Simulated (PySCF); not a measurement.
Ge(H)3(Me), SMILES [CH3][GeH3], B3LYP/def2-SVP optimised geometry.

```
8

Ge    -0.53    -0.39     0.00
C     -1.21    -1.35     1.58
H     -1.02     1.07     0.00
H     -1.02    -1.07    -1.30
H      1.02    -0.39     0.00
H     -0.86    -0.86     2.50
H     -0.87    -2.39     1.57
H     -2.31    -1.34     1.58
```

Density from B3LYP/def2-TZVP (PySCF 2.14.0) at that geometry.

Minimum of the electron density along straight lines between bonded atoms, close to the bond critical point (lines longer than 1.1 times the sum of covalent radii, or with two minima, are not listed):

```
bond    length / Å  ρ at the minimum / e bohr⁻³  ∇²ρ there / e bohr⁻⁵  position (fraction from the first atom)
------  ----------  ---------------------------  --------------------  ---------------------------------------
Ge1–C2       1.968                        0.124                  0.08                                     0.47
Ge1–H3       1.545                        0.131                  0.06                                     0.59
Ge1–H4       1.545                        0.131                  0.06                                     0.59
Ge1–H5       1.545                        0.131                  0.06                                     0.59
C2–H6        1.100                        0.270                 -0.89                                     0.64
C2–H7        1.100                        0.270                 -0.89                                     0.64
C2–H8        1.100                        0.270                 -0.89                                     0.64
```
